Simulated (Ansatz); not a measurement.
`CC[Si]S` + HCl → `S[Si]Cl` + `CC` at 298.15 K and 1 bar (ligand exchange at the Si–C bond).

Computed with Ansatz on PBE0-D4/def2-TZVP structures; ΔE is electronic, products minus reactants. CCSD(T)/CBS is extrapolated from def2-TZVPP and def2-QZVPP, frozen cores. Each species was taken in one conformer, which may not be the lowest.

| species | CCSD(T)/CBS energy (Eh) | H − E (kJ/mol) | S (J/(mol·K)) |
| --- | --- | --- | --- |
| `CC[Si]S` | -766.55147 | 215.0 | 335.2 |
| HCl | -460.38167 | 26.6 | 186.8 |
| `S[Si]Cl` | -1147.27489 | 43.9 | 293.5 |
| `CC` | -79.71389 | 207.7 | 227.7 |

H − E and S are ideal-gas, rigid-rotor, harmonic terms from PBE0-D4/def2-TZVP, for one conformer and one mirror image of each species. 1 Eh = 2625.50 kJ/mol, R = 8.31446 J/(mol·K).

Problem. By hand: ΔE, ΔH, ΔS and ΔG.

Solution. ΔE = (-1147.27489) + (-79.71389) − (-766.55147) − (-460.38167) = -0.05564 Eh = -146.1 kJ/mol. Δ(H − E) = 43.9 + 207.7 − 215.0 − 26.6 = 10.0, so ΔH = -136.1 kJ/mol. ΔS = 293.5 + 227.7 − 335.2 − 186.8 = -0.8 J/(mol·K). ΔG = -136.1 − 298.15 × (-0.8)/1000 = -135.9 kJ/mol.

Problem. By hand: the equilibrium constant, and the temperature at which ΔG would vanish if ΔH and ΔS stayed fixed.

Solution. log₁₀ K = −ΔG/(RT ln 10) = 23.8. ΔG = 0 at ΔH/ΔS = 170125 K, far beyond where these terms or the molecules hold.

The number of gas molecules stays the same, so ΔS is small and ΔH decides. A doubt of 5 kJ/mol in ΔE shifts log₁₀ K by 0.9 here. Other conformers and mirror images would add mixing entropy, several J/(mol·K) or more a flexible species. Modes under 60 cm⁻¹, often nearly free rotors, make the harmonic entropy too high. These are equilibria of isolated gas molecules and say nothing of rates. Largest T1 diagnostic: 0.014 (customary marks: 0.02 for closed shells, 0.045 for open ones).
